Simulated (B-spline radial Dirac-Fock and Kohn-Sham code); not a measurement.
## Se⁵⁺ 3d3/2: cross section and angular parameters

System: selenium as Se⁵⁺, 1s2 2s2 2p6 3s2 3p6 3d10 4s1; threshold 136.3 eV (orbital energy of the model). Level of theory: Dirac-Hartree-Slater photoionisation with a Latter tail; cross sections with all multipoles, angular parameters from the dipole term and its interference with E2; a radial finite-basis atomic code.

For linearly polarised light dσ/dΩ = σ/(4π) [1 + β P₂(cos θ) + (δ + γ cos²θ) sin θ cos φ], with θ from the polarisation vector and φ the angle between the beam and the projection of the electron momentum on the plane normal to the polarisation.

```
hν (eV)   σ (kb)      β       γ      δ
    150     2790  0.277  -0.015  0.008
    175     2560  0.474  -0.014  0.013
    178     2520  0.496  -0.014  0.013
    205     2140  0.663  -0.009  0.017
    300     1100  0.981   0.024  0.025
    400      586  1.122   0.069  0.031
    435      480  1.150   0.085  0.033
    486      364  1.180   0.109  0.035
    521      303  1.195   0.126  0.037
    558      253  1.206   0.144  0.038
    614      195  1.217   0.171  0.041
    800     91.8  1.221   0.259  0.049
    898     65.0  1.211   0.304  0.054
   1110     33.7  1.178   0.393  0.064
   1310     19.8  1.139   0.467  0.073
   1670     8.78  1.068   0.579  0.091
   1690        ?      ?       ?      ?
   2000     4.71  1.005   0.662  0.108
   2240     3.15  0.964   0.713  0.120
   2510     2.10  0.920   0.763  0.133
   2940     1.18  0.859   0.830  0.155
 5414.7    0.114  0.631   1.060  0.273
   5660   0.0954  0.616   1.075  0.284
   5930   0.0792  0.600   1.090  0.296
   6000   0.0756  0.596   1.094  0.299
   7930   0.0244  0.503   1.175  0.379
 9251.7   0.0129  0.454   1.211  0.431
  10800  0.00673  0.405   1.238  0.489
```

**Question.** Give the values at 1690 eV.

**Answer.** σ = 8.43 kb, β = 1.064, γ = 0.585, δ = 0.092.

Values without a named source are computed, but for edge energies of neutral atoms, which are taken from tables.
